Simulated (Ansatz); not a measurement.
`CN[SiH2][SiH3]` + CH₃NH₂ → `CN[SiH2]NC` + SiH₄  (cleavage of the Si–Si bond)

Program: Ansatz. Geometries: PBE0-D4/def2-TZVP. ΔE: electronic, gas phase. CBS: MP2 limit from def2 TZ/QZ plus the TZ coupled-cluster correction, frozen cores. This one scheme is used for every species. Functionals use def2-TZVPP. One conformer a species, not always the lowest.

```csv
level,ΔE (kJ/mol),difference from CCSD(T)/CBS
PBE-D4,-52.5,18.8
r2SCAN-D4,-65.8,5.5
PBE0-D4,-58.1,13.2
ωB97X-V,-69.7,1.6
B2PLYP,-74.0,-2.7
PBE,-51.3,20.0
PBE0,-57.3,14.0
HF/def2-TZVPP,-82.7,-11.4
MP2/def2-TZVPP,-80.3,-9.0
SCS-MP2/def2-TZVPP,-80.9,-9.6
CCSD/def2-TZVPP,-73.5,-2.2
CCSD(T)/def2-TZVPP,-72.2,-0.9
HF/def2-QZVPP,-83.6,-12.3
SCS-MP2/def2-QZVPP,-80.6,-9.3
HF/CBS(def2),-83.7,-12.4
CCSD/CBS(def2),-72.6,-1.3
CCSD(T)/CBS,-71.3,0
```

Largest T1 diagnostic among the species: 0.012.

From PBE to PBE0 (25 % exact exchange), in def2-TZVPP and without D4, ΔE moves by −6.0 kJ/mol.
